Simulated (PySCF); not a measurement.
Compound: C6H13BO3Si.
SMILES with atom numbers: `[CH3:1][Si:2]([CH3:3])([CH3:4])[O:5][C:6]1=[O+:7][BH2-:8][O:9][CH:10]=[CH:11]1`

Geometry (PBE0-D3(BJ)/def2-SVP, Å), atoms numbered from 1 in this order:
```xyz
24
C6H13BO3Si angstrom
C     -2.654    1.766    0.260
Si    -1.515    0.305    0.047
C     -1.669   -0.925    1.438
C     -1.658   -0.457   -1.647
O      0.056    1.068    0.173
C      1.196    0.451    0.076
O      1.178   -0.804   -0.120
B      2.446   -1.688   -0.253
O      3.658   -0.786   -0.130
C      3.576    0.472    0.068
C      2.400    1.182    0.189
H     -3.706    1.447    0.186
H     -2.472    2.523   -0.518
H     -2.511    2.241    1.242
H     -0.960   -1.756    1.306
H     -1.468   -0.446    2.409
H     -2.690   -1.339    1.470
H     -0.928   -1.269   -1.776
H     -1.490    0.294   -2.433
H     -2.669   -0.873   -1.788
H      2.440   -2.480    0.675
H      2.430   -2.187   -1.365
H      4.543    0.991    0.140
H      2.381    2.255    0.356
```

Probes without a nucleus sit at each ring's centroid and 1 Å off its mean plane on both sides; NICS is minus the shielding there, NICSzz its component along the normal. Level: GIAO PBE0/pcSseg-1 (PySCF, non-relativistic, gas phase) on the PBE0-D3(BJ)/def2-SVP geometry, one conformer.

Ring bond lengths (Å), with Mayer bond orders in brackets: C6–O7 1.270 (1.35), O7–B8 1.551 (0.61), B8–O9 1.517 (0.70), O9–C10 1.276 (1.35), C10–C11 1.379 (1.45), C11–C6 1.413 (1.24).

Question: What do the NICS probes read (ppm)?

Answer: 
| ring | type | NICS(0) | NICS(1), two faces | NICS(1)zz, two faces | rms pucker (Å) | centre to ring atoms, mean (Å) |
| --- | --- | --- | --- | --- | --- | --- |
| C6–O7–B8–O9–C10–C11 | 6-membered ring with B and 2 O; formal bonds 2 double, 4 single | 3.7 | 1.7 / 1.7 | 9.1 / 9.1 | 0.00 | 1.40 |

Question: What do they say, and how far can they be read as aromaticity?

Answer: 
- C6–O7–B8–O9–C10–C11: mean NICS(1)zz 9.1 ppm, deshielded. B8 has four or more neighbours; no verdict on aromaticity is drawn.

Question: How do the values depend on the level or the medium?

Answer: 
| level | NICS(0), C6–O7–B8–O9–C10–C11 | mean NICS(1)zz, C6–O7–B8–O9–C10–C11 |
| --- | --- | --- |
| PBE0/pcSseg-1, gas | 3.7 | 9.1 |
| mPW1PW91/pcSseg-1, gas | 3.6 | 9.0 |
| PBE0/pcSseg-1, IEF-PCM acetone | 3.1 | 7.8 |
| PBE0/pcSseg-1, IEF-PCM chloroform | 3.2 | 8.1 |

The geometry is the same throughout; the continuum's cavity takes Bondi-type radii × 1.2.
